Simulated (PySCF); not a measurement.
This PySCF input asks for the NMR shieldings of `OB(O)[C@@H]1C[C@@H]2C[C@@H]21`, C5H9BO2; the geometry comes from GFN2-xTB.

```python
import basis_set_exchange as bse
import numpy as np
from pyscf import gto, dft
from pyscf.prop import nmr

atoms = """
O     2.097226    0.484773    0.733069
B     1.589074   -0.502131   -0.031484
O     2.330716   -1.639360   -0.165466
C     0.160509   -0.318756   -0.730630
C    -0.417271    1.110984   -0.913723
C    -1.633071    0.719551   -0.086251
C    -1.179000    0.283987    1.271833
C    -1.077066   -0.662486    0.117114
H     2.951507    0.279124    1.115481
H     1.956776   -2.332613   -0.705774
H     0.119395   -0.865247   -1.677941
H    -0.649849    1.346930   -1.949810
H     0.189491    1.907903   -0.487029
H    -2.643141    1.037520   -0.289985
H    -0.277724    0.707766    1.687776
H    -1.953159    0.075405    1.996209
H    -1.571410   -1.621319    0.106699
"""
names = dict.fromkeys(["O", "B", "C", "H"], "pcSseg-1")
basis = {el: gto.basis.parse(bse.get_basis(n, elements=[el], fmt="nwchem")) for el, n in names.items()}
mol = gto.M(atom=atoms, basis=basis, charge=0, verbose=0)
mf = dft.RKS(mol, xc="PBE0")
mf.grids.level = 2
mf.grids.alignment = dft.numint.BLKSIZE   # the property module wants whole blocks of grid points
mf.conv_tol = 1e-9
mf.kernel()

calc = nmr.RKS(mf)   # GIAO
C = mf.mo_coeff
Co = C[:, mf.mo_occ > 0]
resp = mf.gen_response(singlet=True, hermi=2)
def vind(x):   # induced exchange potential for any number of trial vectors
    d = np.einsum("pi,xij,qj->xpq", C, 2 * x.reshape(-1, C.shape[1], Co.shape[1]), Co, optimize=True)
    return np.einsum("xpq,pi,qj->xij", resp(d - d.transpose(0, 2, 1)), C, Co, optimize=True).ravel()
mo1, _ = nmr.rhf.solve_mo1(calc, with_cphf=vind)
sigma = calc.kernel(mo1)
for i, s in enumerate(sigma):   # ppm
    print("%2d %-2s %9.2f" % (i, mol.atom_pure_symbol(i), np.trace(s) / 3))
```

Question: What does it print?

Answer: 
```
 0 O     215.90
 1 B      72.04
 2 O     209.04
 3 C     162.80
 4 C     160.37
 5 C     171.99
 6 C     174.15
 7 C     170.46
 8 H      27.69
 9 H      27.92
10 H      30.08
11 H      29.65
12 H      29.98
13 H      30.15
14 H      30.69
15 H      31.31
16 H      30.23
```

These numbers come from an equivalent density-fitted implementation of the same equations, which agrees with the script to about 0.01 ppm for H and up to a few tenths of a ppm for heavy atoms, so last digits may differ.

Size and cost of the density-fitted run: 181 basis functions, 76 s wall time on 1 thread of an Intel Xeon, shared host; peak memory 0.82 GiB.
